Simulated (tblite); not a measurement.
Compound: C₅H₁₁BSi.
SMILES with atom numbers: `[BH2:1][C@@:2]1([CH:3]=[CH2:4])[SiH2:5][C@H:6]1[CH3:7]` (hydrogens: H8, H9 on B1; H10 on C3; H11, H12 on C4; H13, H14 on Si5; H15 on C6; H16, H17, H18 on C7)

Computed with GFN2-xTB (tblite), gas phase: L-BFGS steps from a force-field or distance-geometry start until the largest atomic force falls under 0.01 eV/Å.

Step 54: E = -522.1187 eV
```
atom  x, y, z in Å  |  force x, y, z in eV/Å
B1     -0.3796    1.8082    0.3850    0.042  -0.027   0.000
C2      0.2714    0.4510    0.1751   -0.009   0.019  -0.024
C3      1.6864    0.4289   -0.2499   -0.024   0.043  -0.029
C4      2.1245   -0.0472   -1.4039   -0.016   0.001  -0.038
Si5    -0.0842   -0.6341    1.7542   -0.015  -0.019   0.042
C6     -0.5163   -0.8463   -0.0617   -0.021  -0.064   0.082
C7     -1.9508   -0.7984   -0.5340   -0.020   0.015  -0.050
H8      0.2941    2.7655    0.4069    0.006   0.054   0.055
H9     -1.5347    1.9102    0.5370   -0.046   0.049  -0.021
H10     2.3910    0.8927    0.4283    0.016   0.049   0.037
H11     3.1627   -0.0079   -1.6818    0.045   0.002  -0.010
H12     1.4534   -0.4634   -2.1344   -0.026  -0.099  -0.042
H13     1.0735   -1.3261    2.2981   -0.024   0.014   0.006
H14    -1.1093   -0.1818    2.6794    0.033  -0.057   0.007
H15     0.0596   -1.5764   -0.6249    0.012  -0.010   0.016
H16    -2.3938   -1.7931   -0.4996    0.018  -0.002   0.000
H17    -2.5573   -0.1363    0.0748    0.016   0.018   0.052
H18    -1.9992   -0.4392   -1.5600    0.014   0.015  -0.082
```

Step 55: E = -522.1205 eV
```
atom  x, y, z in Å  |  force x, y, z in eV/Å
B1     -0.3815    1.8057    0.3946    0.013  -0.068  -0.027
C2      0.2714    0.4515    0.1746   -0.003  -0.003  -0.055
C3      1.6862    0.4296   -0.2521   -0.024   0.060  -0.054
C4      2.1236   -0.0522   -1.4049   -0.020  -0.004  -0.007
Si5    -0.0834   -0.6303    1.7532   -0.020  -0.040   0.031
C6     -0.5159   -0.8471   -0.0629   -0.012  -0.042   0.058
C7     -1.9502   -0.7972   -0.5384   -0.007   0.017  -0.033
H8      0.2933    2.7595    0.4232    0.018   0.105   0.064
H9     -1.5386    1.9026    0.5400   -0.022   0.064  -0.014
H10     2.3894    0.9040    0.4215    0.005   0.032   0.017
H11     3.1628   -0.0116   -1.6833    0.002  -0.002  -0.012
H12     1.4509   -0.4796   -2.1293    0.014  -0.075  -0.020
H13     1.0761   -1.3158    2.2980   -0.008  -0.003   0.016
H14    -1.1071   -0.1771    2.6773    0.012  -0.054   0.025
H15     0.0636   -1.5748   -0.6261   -0.009  -0.013   0.027
H16    -2.3966   -1.7907   -0.5064    0.029   0.003   0.007
H17    -2.5531   -0.1344    0.0740    0.005   0.009   0.034
H18    -1.9995   -0.4358   -1.5643    0.028   0.013  -0.056
```

Step 56: E = -522.1221 eV
```
atom  x, y, z in Å  |  force x, y, z in eV/Å
B1     -0.3821    1.8029    0.3984   -0.010  -0.058  -0.031
C2      0.2713    0.4508    0.1742    0.014  -0.041  -0.061
C3      1.6861    0.4311   -0.2534   -0.028   0.068  -0.045
C4      2.1215   -0.0540   -1.4058   -0.004  -0.023  -0.006
Si5    -0.0820   -0.6288    1.7537   -0.021  -0.046   0.004
C6     -0.5160   -0.8494   -0.0618   -0.003  -0.009   0.011
C7     -1.9500   -0.7957   -0.5418    0.013   0.015  -0.005
H8      0.2936    2.7552    0.4399    0.017   0.116   0.063
H9     -1.5411    1.8979    0.5315   -0.013   0.075  -0.005
H10     2.3882    0.9125    0.4182   -0.014   0.015  -0.015
H11     3.1611   -0.0116   -1.6863   -0.038  -0.006  -0.013
H12     1.4469   -0.4917   -2.1243    0.051  -0.044   0.002
H13     1.0796   -1.3093    2.2987    0.002  -0.014   0.022
H14    -1.1051   -0.1762    2.6767   -0.009  -0.046   0.045
H15     0.0667   -1.5752   -0.6250   -0.028  -0.017   0.035
H16    -2.4003   -1.7876   -0.5108    0.033   0.007   0.010
H17    -2.5480   -0.1314    0.0744   -0.005  -0.003   0.005
H18    -1.9991   -0.4332   -1.5683    0.043   0.010  -0.015
```

Step 57: E = -522.1236 eV
```
atom  x, y, z in Å  |  force x, y, z in eV/Å
B1     -0.3835    1.8015    0.4028   -0.029  -0.043  -0.026
C2      0.2712    0.4508    0.1712   -0.003  -0.036  -0.033
C3      1.6858    0.4341   -0.2569   -0.012   0.039  -0.066
C4      2.1211   -0.0578   -1.4075   -0.005  -0.018   0.031
Si5    -0.0806   -0.6265    1.7538   -0.020  -0.041  -0.021
C6     -0.5164   -0.8510   -0.0607    0.010   0.031  -0.042
C7     -1.9499   -0.7943   -0.5455    0.028   0.009   0.021
H8      0.2919    2.7546    0.4557    0.005   0.094   0.056
H9     -1.5446    1.8965    0.5326    0.027   0.069  -0.008
H10     2.3872    0.9198    0.4141   -0.036   0.006  -0.053
H11     3.1611   -0.0143   -1.6887   -0.058  -0.008  -0.013
H12     1.4471   -0.5058   -2.1215    0.070  -0.018   0.020
H13     1.0816   -1.3042    2.3001    0.006  -0.020   0.022
H14    -1.1041   -0.1754    2.6756   -0.023  -0.040   0.060
H15     0.0695   -1.5750   -0.6227   -0.042  -0.030   0.034
H16    -2.4017   -1.7858   -0.5161    0.033   0.014   0.013
H17    -2.5446   -0.1301    0.0751   -0.010  -0.016  -0.028
H18    -1.9997   -0.4309   -1.5729    0.059   0.007   0.032
```

**Question.** Estimate the geometry and energy of step 58. (The exact step hangs on the optimiser's Hessian estimate; all steps are aligned on step 57, rigid shifts and turns removed.)

**Answer.** E = -522.1254 eV, largest force 0.099 eV/Å
```
atom  x, y, z in Å  |  force x, y, z in eV/Å
B1     -0.3838    1.7985    0.4032   -0.028   0.039  -0.003
C2      0.2710    0.4493    0.1691   -0.002  -0.037  -0.004
C3      1.6850    0.4372   -0.2602   -0.016   0.023  -0.025
C4      2.1191   -0.0588   -1.4090    0.015  -0.041   0.016
Si5    -0.0800   -0.6264    1.7550   -0.017  -0.027  -0.039
C6     -0.5166   -0.8531   -0.0591    0.017   0.054  -0.080
C7     -1.9491   -0.7925   -0.5481    0.037   0.000   0.042
H8      0.2908    2.7542    0.4738   -0.014   0.037   0.040
H9     -1.5459    1.8985    0.5222    0.033   0.056  -0.005
H10     2.3856    0.9261    0.4104   -0.049   0.007  -0.080
H11     3.1584   -0.0138   -1.6923   -0.052  -0.005  -0.016
H12     1.4467   -0.5175   -2.1181    0.069   0.000   0.022
H13     1.0840   -1.3012    2.3018    0.002  -0.020   0.019
H14    -1.1036   -0.1784    2.6777   -0.027  -0.035   0.061
H15     0.0716   -1.5765   -0.6186   -0.048  -0.047   0.022
H16    -2.4036   -1.7828   -0.5193    0.030   0.010   0.014
H17    -2.5399   -0.1277    0.0762   -0.020  -0.020  -0.055
H18    -1.9984   -0.4289   -1.5763    0.070   0.008   0.070
```

The energy changes by -0.0017 eV. The first-order estimate −F·Δx gives -0.0024 eV and the mean of the old and new forces, exact on a quadratic surface, -0.0017 eV. The step makes an angle of 72° with the force vector and moves no atom by more than 0.018 Å.

What follows is the cost of the whole relaxation. The run took 0.89 s on one thread, Arm Neoverse V1 (aarch64), shared host with 64 logical CPUs at a one-minute load of 20.
